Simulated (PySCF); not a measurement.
# Pm²⁺ (promethium, charge +2) across methods

[Xe] 4f4 6p1, one real determinant (an excited configuration). Calculation: PySCF 2.14, in ANO-RCC-VTZP (8s7p5d3f2g1h, 104 functions); the spin-free X2C one-electron Hamiltonian (Gaussian nucleus).

```json
{"method": "PBE", "E (hartree)": "-10018.31", "mean ε 5p β (eV)": "-41.224", "mean ε 4f α (eV)": "-26.171", "mean ε 6p α (eV)": "-12.592", "Σ⟨r²⟩ (bohr²)": "56.96", "⟨S²⟩": "8.751"}
{"method": "PBE0", "E (hartree)": "-10018.29", "mean ε 5p β (eV)": "-43.062", "mean ε 4f α (eV)": "-29.097", "mean ε 6p α (eV)": "-13.017", "Σ⟨r²⟩ (bohr²)": "57.12", "⟨S²⟩": "8.752"}
{"method": "UHF", "E (hartree)": "-10014.95135", "mean ε 5p β (eV)": "-47.201", "mean ε 4f α (eV)": "-37.157", "mean ε 6p α (eV)": "-13.863", "Σ⟨r²⟩ (bohr²)": "58.24", "⟨S²⟩": "8.754"}
{"method": "LDA", "E (hartree)": "-10010.70", "mean ε 5p β (eV)": "-41.452", "mean ε 4f α (eV)": "-26.228", "mean ε 6p α (eV)": "-12.591", "Σ⟨r²⟩ (bohr²)": "56.76", "⟨S²⟩": "8.751"}
```

(1) Estimate the same row for r2SCAN.

⟨L²⟩ = 36.01 against 56 for a pure K term, so this real determinant mixes terms. Spin-orbit coupling, absent here, splits the open shell strongly.

Results:

(1) E (hartree) = -10018.64; mean ε 5p β (eV) = -41.831; mean ε 4f α (eV) = -26.865; mean ε 6p α (eV) = -12.572; Σ⟨r²⟩ (bohr²) = 57.13; ⟨S²⟩ = 8.753.
